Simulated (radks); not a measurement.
Species: Ne+. Configuration: [He] 2s2 2p5 (the NIST ground configuration). Calculated with a radial shooting solver on a logarithmic mesh with Libxc functionals: Dirac Kohn-Sham, PBE, spin-unpolarised, spherical densities, finite nucleus; open shells fill j = l - 1/2 first; Fermi nuclear charge, rms radius 3.0055 fm.

Normalised radial functions P(r) = r R(r) (large component), r in bohr:

r,2p3/2
0.01562,0.0070
0.01923,0.0104
0.02368,0.0154
0.02892,0.0224
0.03561,0.0328
0.04384,0.0478
0.05398,0.0691
0.06646,0.0986
0.08118,0.1374
0.09995,0.1910
0.1231,0.2608
0.1515,0.3487
0.1865,0.4547
0.2278,0.5710
0.2805,0.6999
0.3454,0.8257
0.4252,0.9321
0.5236,0.9996
0.6446,1.0110
0.7873,0.9614
0.9694,0.8508
1.193,0.6956
1.469,0.5202
1.809,0.3511
2.21,0.2148
2.721,0.1113
3.35,0.0479

2p3/2: eigenvalue -32.228 eV, 0 radial nodes, <r> = 0.884 bohr, 90 % of the charge inside 1.52 bohr.
